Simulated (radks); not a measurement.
Kr V, 32 electrons, occupied as [Ar] 3d10 4s2 4p2 (the NIST ground configuration). All-electron calculation, non-relativistic Kohn-Sham, PBEsol, spin-polarised, spherical densities, point nucleus; open shells are filled with parallel spins first. Program: a radial shooting solver on a logarithmic mesh with Libxc functionals.

Normalised radial functions P(r) = r R(r), r in bohr:

| r | 3d down |
|---|---|
| 0.003055 | 0.0000 |
| 0.003977 | 0.0000 |
| 0.005138 | 0.0001 |
| 0.00669 | 0.0002 |
| 0.008642 | 0.0005 |
| 0.01125 | 0.0010 |
| 0.01465 | 0.0021 |
| 0.01893 | 0.0044 |
| 0.02465 | 0.0091 |
| 0.03209 | 0.0185 |
| 0.04146 | 0.0359 |
| 0.05398 | 0.0691 |
| 0.07029 | 0.1282 |
| 0.0908 | 0.2236 |
| 0.1182 | 0.3752 |
| 0.1527 | 0.5809 |
| 0.1989 | 0.8410 |
| 0.259 | 1.1054 |
| 0.3345 | 1.2946 |
| 0.4356 | 1.3426 |
| 0.5672 | 1.2064 |
| 0.7326 | 0.9338 |
| 0.954 | 0.5980 |
| 1.242 | 0.3071 |
| 1.605 | 0.1237 |
| 2.089 | 0.0341 |
| 2.699 | 0.0063 |
| 3.514 | 0.0006 |
| 4.576 | 0.0000 |

3d down: eigenvalue -139.32 eV, 0 radial nodes, <r> = 0.549 bohr, 90 % of the charge inside 0.896 bohr.
